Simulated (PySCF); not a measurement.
SiCl₃I, SMILES Cl[Si](I)(Cl)Cl. The structure is a stationary point at PBE0-D3(BJ)/def2-SVP. The def2 effective core potentials stand for the cores of I; spin–orbit coupling is left out.

Computed equilibrium geometry at PBE0-D3(BJ)/def2-SVP (PySCF confirms it by a frequency run) as a Z-matrix, and its point group:
point group C3v.
```
Si
Cl 1 2.0414
Cl 1 2.0414 2 108.85
Cl 1 2.0414 2 108.85 3 118.50
I 1 2.4171 2 110.09 3 -120.75
```
Charge 0, spin multiplicity 1.
